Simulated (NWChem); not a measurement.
System: BAsH₃F; SMILES FB[AsH2]

NWChem input:

```
start job
memory heap 200 mb stack 900 mb global 1100 mb
geometry units angstroms noautoz
  B     -0.571698     1.184687    -0.000114
  As     0.045935    -0.747894    -0.023968
  H     -0.978454    -1.199692     1.002587
  H      1.177585    -0.564233     0.973011
  F      0.311401     2.165805    -0.013312
  H     -1.743605     1.482451    -0.076228
end
basis spherical
  * library aug-cc-pvdz
end
dft
  xc b3lyp
  iterations 150
  mulliken
end
task dft energy
```

The geometry was optimised at PBE0/def2-SVP.

**Question.** Give the results of this calculation. (B3LYP/aug-cc-pVDZ.) Quantities: basis functions; energy (Ha); highest occupied level (eV); orbital gap (eV); dipole (D).

**Answer.** 
```
Item                            Value
---------------------------  --------
number of basis functions         109
energy (Ha)                  -2362.44
highest occupied level (eV)     -7.35
orbital gap (eV)                 5.77
dipole (D)                       0.67
```
